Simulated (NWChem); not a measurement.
System: CH$_{5}$FOSi; SMILES [Si@H](C)(F)O

```xyz
9

C     -0.4159     1.6548     0.2051
Si     0.0108    -0.0767    -0.3574
O     -1.0682    -1.2265     0.1910
F      1.5138    -0.4077     0.2190
H     -0.3833     1.7368     1.3113
H     -1.4312     1.9435    -0.1342
H      0.3070     2.3889    -0.2058
H      0.0389    -0.2432    -1.8407
H     -1.2661    -1.1993     1.1431
```
Atoms are numbered in this order, from 1.

The geometry was optimised at PBE-D3(BJ)/def2-SVP.

**Question.** List the 4 lowest vertical singlet excitations from CAM-B3LYP/6-31+G* (spherical d), full TDDFT (NWChem).

**Answer.** 
| state | energy (eV) | oscillator strength | leading excitation (squared amplitude) |
|---|---|---|---|
| S1 | 7.79 | 0.056 | HOMO → LUMO (0.72) |
| S2 | 8.31 | 0.028 | HOMO−1 → LUMO (0.58) |
| S3 | 8.58 | 0.044 | HOMO → LUMO+1 (0.69) |
| S4 | 8.69 | 0.016 | HOMO → LUMO+2 (0.71) |
